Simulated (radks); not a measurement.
All-electron atom: the arsenic ion As+ in [Ar] 3d10 4s2 4p2.

Method: scalar-relativistic Kohn-Sham, r2SCAN, spin-polarised, spherical densities, finite nucleus; open shells are filled with parallel spins first; meta-GGA in the generalised Kohn-Sham scheme; Fermi nuclear charge, rms radius 4.0968 fm; hard spherical wall at 6 bohr; computed with a radial shooting solver on a logarithmic mesh with Libxc functionals.

Energy parts (hartree):
| part | energy |
|---|---|
| total | -2260.86496 |
| kinetic | 2304.52708 |
| electron-nucleus | -5438.74183 |
| Hartree | 957.09480 |
| exchange-correlation | -83.74501 |

Orbitals (lengths in bohr, moments of r in powers of bohr; <r^-3> diverges for s and p1/2):
orbital,occ.,eigenvalue (hartree),<r^-3>,<r>
1s up,1,-432.2195,-,0.04551
1s down,1,-432.2142,-,0.04550
2s up,1,-55.45509,-,0.2025
2s down,1,-55.45468,-,0.2025
2p up,3,-48.59520,1107,0.1772
2p down,3,-48.59157,1107,0.1772
3s up,1,-7.54371,-,0.5971
3s down,1,-7.53948,-,0.5973
3p up,3,-5.39452,153.0,0.6165
3p down,3,-5.38947,152.9,0.6164
3d up,5,-1.87822,16.84,0.6786
3d down,5,-1.86951,16.93,0.6743
4s up,1,-0.90917,-,1.889
4s down,1,-0.81493,-,1.869
4p up,2,-0.52367,10.41,2.243
4p down,0,-0.42060,11.05,2.208
4d up,0,-0.04187,0.7817,3.051
5s up,0,-0.01729,-,3.496
4d down,0,0.08993,0.8783,2.929
5s down,0,0.11821,-,3.370
5p up,0,0.17116,7.216,3.559
5p down,0,0.33321,8.562,3.400

The highest occupied level is 4p up at -14.250 eV. The density falls to 0.001 e/bohr^3 at r = 3.91 bohr. The electron density at the nucleus is 3.598e+04 e/bohr^3 (large components only). Summed over all electrons, <r^2> = 29.13 bohr^2, which gives a Langevin (diamagnetic) susceptibility term of -23.1 x 10^-6 cm^3/mol. The spin density at the nucleus is -1.019 e/bohr^3 (1s -0.270, 2s 0.159, 3s 0.304, 4s -1.212).
